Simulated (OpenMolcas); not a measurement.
A calculation on Cu⁵⁺.

- Program: OpenMolcas 26.06
- Method: MS-CASPT2, IPEA 0.25 Eh, imaginary shift 0.1 Eh (closed shells correlated: 3s 3p)
- Basis: ANO-RCC-VQZP [7s6p4d3f2g1h]
- Scalar Hamiltonian: DKH2, point nucleus
- Active space: 6 electrons in 5 orbitals (3d)
- State averaging: 2S+1 = 5 even, 5 roots; 2S+1 = 3 even, 45 roots; 2S+1 = 1 even, 50 roots
- Spin-orbit coupling: RASSI with atomic mean-field integrals over the reference wave functions, term energies averaged over their components

Which level of the active space comes out lowest?

3d6 5D4, with 100 % of that term; it is also the measured ground level.

How high does 3d6 3F4(1) lie?

32980 cm-1 above the lowest level; measured 32756 cm-1 above the ground level, so the calculation is off by +1 %.

How high does 3d6 3F3(1) lie?

33480 cm-1 above the lowest level; measured 33296 cm-1 above the ground level, so the calculation is off by +1 %.

How high does 3d6 5D2 lie?

1886 cm-1 above the lowest level; measured 1987 cm-1 above the ground level, so the calculation is off by -5 %.

Measured values: Sugar and Musgrove, J. Phys. Chem. Ref. Data 19, 527 (1990).

Term energies are means over components that CASPT2 splits; among the terms shown or strongly mixed into the levels shown the widest spread is 130 cm-1 (3d6 3H). Computed and measured levels are paired by configuration, term and J; levels that our copy of the source lacks, or whose pairing is in doubt (as where it misses far off the trend of its configuration), stay unpaired and out of the deviations. Only configurations of the active space appear.

A number in round brackets counts repeated terms of one configuration in the order of the reference energies.
